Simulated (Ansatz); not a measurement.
`C[SiH2][Si](F)(F)F` + `[NH2][ZnH]` → `C[SiH2][NH][ZnH]` + `F[SiH](F)F` at 500 K and 1 bar (cleavage of the Si–Si bond).

Calculated with Ansatz (gas phase, PBE0-D4/def2-TZVP geometries, no zero-point term in ΔE). CCSD(T)/CBS is the MP2 limit (def2-TZVPP, def2-QZVPP) plus CCSD(T) − MP2 in def2-TZVPP, frozen cores. For Zn outer-core shells are correlated without core-valence functions, which leaves a few kJ/mol of doubt a bond. Scalar relativity is left out up to krypton. One conformer a species, not always the lowest.

```tsv
species	CCSD(T)/CBS energy (Eh)	H − E (kJ/mol)	S (J/(mol·K))
`C[SiH2][Si](F)(F)F`	-918.81998	223.1	466.6
`[NH2][ZnH]`	-1834.88092	106.3	294.3
`C[SiH2][NH][ZnH]`	-2164.46335	247.7	425.8
`F[SiH](F)F`	-589.26725	75.7	315.5
```

H − E and S are ideal-gas, rigid-rotor, harmonic terms from PBE0-D4/def2-TZVP, for one conformer and one mirror image of each species. 1 Eh = 2625.50 kJ/mol, R = 8.31446 J/(mol·K).

By hand: ΔE, ΔH, ΔS and ΔG.

ΔE = (-2164.46335) + (-589.26725) − (-918.81998) − (-1834.88092) = -0.02970 Eh = -78.0 kJ/mol. Δ(H − E) = 247.7 + 75.7 − 223.1 − 106.3 = -6.0, so ΔH = -84.0 kJ/mol. ΔS = 425.8 + 315.5 − 466.6 − 294.3 = -19.6 J/(mol·K). ΔG = -84.0 − 500 × (-19.6)/1000 = -74.2 kJ/mol.

By hand: the equilibrium constant, and the temperature at which ΔG would vanish if ΔH and ΔS stayed fixed.

log₁₀ K = −ΔG/(RT ln 10) = 7.8. ΔG = 0 at ΔH/ΔS = 4286 K, far beyond where these terms or the molecules hold.

ΔH outweighs TΔS. A doubt of 5 kJ/mol in ΔE shifts log₁₀ K by 0.5 here. Other conformers and mirror images would add mixing entropy, several J/(mol·K) or more a flexible species. Modes under 60 cm⁻¹, often nearly free rotors, make the harmonic entropy too high. These are equilibria of isolated gas molecules and say nothing of rates. Largest T1 diagnostic: 0.016 (customary marks: 0.02 for closed shells, 0.045 for open ones).
